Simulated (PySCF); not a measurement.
## Worked example: oscillator strength and radiative lifetime

C5H9N, SMILES C1(N)(C=C)CC1.

Geometry optimised at PBE0-D3(BJ)/def2-SVP. Other conformers were not sampled.

TDA-LC-ωPBE/def2-SVPD (PySCF) puts the first singlet state with f over 0.02 at 6.89 eV (vertical), with the transition dipole (0.224, 0.150, 0.357) in atomic units.

### Question
Find the oscillator strength, the wavelength and the radiative lifetime that this transition would have in vacuum if emission retraced absorption.

### Answer

|μ|² = 0.2001 au, so |μ| = 1.14 D. ΔE = 6.89/27.211 = 0.2532 hartree. f = (2/3) ΔE |μ|² = 0.034 (the program prints 0.034).
λ = 1239.84/6.89 = 180 nm; ν = 55572 cm⁻¹.
Einstein's coefficient A = 0.6670 ν² f s⁻¹ (ν in cm⁻¹) = 7.0e7 s⁻¹, so τ = 1/A = 14 ns. This state is S1. The figure is the radiative limit of this one transition; relaxation, internal conversion, crossing to triplets and a medium change what is measured.
